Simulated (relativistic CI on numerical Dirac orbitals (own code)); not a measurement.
Pb25+: what numerical and physical settings do to a radial Dirac CI calculation

Reference input:

```
atom Pb  Z=82  charge=25  electrons=57
nucleus A=208  rms_radius_fm=5.5012
hamiltonian dirac-coulomb  breit=on  qed=on  c_scale=1
orbitals kli  potential=per-configuration
slater_scale 1
correlation none
mixing on
grid step=0.0125 r_max=5.7
scf mixing=0.4 start=green max_iterations=150 tolerance=2e-08 node_fill=0.05
configurations
  [Kr] 4d10 4f11
end
```

Computed lowest total energy -20600.50336 Ha, first excitation 31423.8 cm⁻¹, 12 SCF steps. Runs with settings changed; * marks those that are bad on purpose:

```tsv
Changed	Outcome	Lowest level	ΔE (Ha)	First excitation (cm⁻¹)	SCF steps	Message
QED terms off	converged	4f11 4I°_15/2	-17	31438.2	12	
iteration limit 20	converged	4f11 4I°_15/2	0	31423.8	12	
grid step 0.03	converged	4f11 4I°_15/2	0.000521	31423.8	12	
iteration limit 6 *	not converged				6	SCF of 1s2 2s2 2p6 3s2 3p6 3d10 4s2 4p6 4d10 4f11 did not converge
SCF tolerance 0.3 *	converged	4f11 4I°_15/2	0.011	31613.0	5
```
